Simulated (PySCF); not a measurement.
# Working out the ionisation energy of Sb

Sb [Kr] 4d10 5s2 5p3 (4S) → Sb⁺ [Kr] 4d10 5s2 5p2 (3P). Computed with PySCF 2.14 in def2-TZVP with the def2 core potential (28 electrons) (6s5p3d2f, 50 functions), with a scalar-relativistic core potential. Frozen: 4s2 4p6 4d10. Energies in hartree (1 hartree = 27.21139 eV):

```csv
part,Sb (lower),Sb⁺ (upper)
UHF,-239.277273,-238.961828
CCSD correlation,-0.072984,-0.058758
(T),-0.002431,-0.001384
```

Task: What does Hartree-Fock give?

Result: (-238.961828) − (-239.277273) = 0.315445 hartree = 8.584 eV.

Task: What do CCSD and CCSD(T) give?

Result: The CCSD correlation energies differ by 0.014226 hartree = 0.387 eV and the triples by 0.001047 hartree = 0.028 eV, so CCSD gives 8.971 eV and CCSD(T) 8.999 eV.

Measured between the centres of the two terms (NIST): 9.124 eV, so CCSD(T) (valence) is off by -0.125 eV.

What remains against the reference includes basis incompleteness, the frozen core and higher excitations.
